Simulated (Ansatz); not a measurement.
# A basis-limit estimate, worked out

An elementary step of Si$_{2}$N$_{2}$H$_{12}$, closed shell (Si₂H₆ ([SiH3][SiH3]) + NH₃ + NH₃ → Si₂NH₇ ([NH2][SiH2][SiH3]) + NH₃ + H₂; bonds formed: Si1–N7, H2–H8, H6–N9; bonds broken: Si1–H2, H6–N7, H8–N9). “Start” is the structure reached by relaxing down from the saddle towards the reactants; PBE0-D4/def2-TZVP structures. The saddle:

```
16
angstrom
Si -1.2428 -0.4725 -0.9106
H 1.3098 -0.7721 -0.5820
H -2.6052 -0.0982 -1.4174
H -1.2290 -1.9546 -0.7642
Si 0.7481 0.4684 -1.7127
H -0.2075 0.0077 1.4199
N -1.3567 0.0676 0.8619
H 1.3942 -0.4197 0.7835
N 1.0592 -0.0894 1.7467
H 1.5450 -0.2833 -2.7339
H 1.3360 1.4681 -0.7415
H 0.1488 1.5245 -2.6688
H -2.0382 -0.4770 1.3813
H -1.6652 1.0349 0.9068
H 1.2901 -0.7876 2.4431
H 1.5133 0.7830 1.9880
```

Ansatz 0.2.0; basis: def2-TZVPP and def2-QZVPP; cores frozen in the correlated methods.

Energies in eV:

| quantity | saddle | start |
| --- | --- | --- |
| Hartree–Fock, triple zeta (X = 3) | -18876.73622 | -18879.53381 |
| Hartree–Fock, quadruple zeta (X = 4) | -18877.38383 | -18880.17896 |
| MP2 correlation, X = 3 | -21.07381 | -20.31053 |
| MP2 correlation, X = 4 | -22.50728 | -21.73373 |
| CCSD(T) correlation, X = 3 | -23.71202 | -23.01212 |

Problem. Work out the barrier at the basis limit: extrapolate Hartree–Fock as E(X) = E∞ + A exp(−7.88 √X) and the MP2 correlation as E(X) = E∞ + B X^−2.97 (the exponents that Neese and Valeev fitted for def2-TZVPP and QZVPP), then add CCSD(T) − MP2 in triple zeta.

Solution. Each step is linear, so take the differences first (saddle − start): Hartree–Fock 2.79759 (X = 3) and 2.79513 (X = 4); MP2 correlation -0.76328 and -0.77355; CCSD(T) correlation -0.69990.
Two points give E∞ = E(4) + w [E(4) − E(3)], with w = 1/(exp(7.88 (2 − √3)) − 1) = 0.1377 for Hartree–Fock and w = 1/((4/3)^2.97 − 1) = 0.7407 for the correlation.
Hartree–Fock: 2.79513 + 0.1377 × (-0.00246) = 2.7948 eV.
MP2 correlation: -0.77355 + 0.7407 × (-0.01027) = -0.7812 eV.
CCSD(T) − MP2: -0.69990 − (-0.76328) = 0.0634 eV.
Sum: 2.7948 + (-0.7812) + 0.0634 = 2.0770 eV, or 47.90 kcal/mol. Plain CCSD(T) in triple zeta gives 2.0977 eV, so the larger basis shifts the result by -0.0207 eV.

No T1 diagnostic of these runs exceeds 0.012.

Labels in which every atom is bracketed show which atoms are joined, not bond orders.

For scale, one of the runs: CCSD(T)/def2-TZVPP, 314 basis functions, launched by `ansatz run in.yaml --threads 8 --pin off --events-out ev --progress --plain --max-ram 19148MiB`. The run took 2 min on 8 CPU threads of an AMD EPYC 7R43 (shared host), with 12 GiB of host memory at its peak.
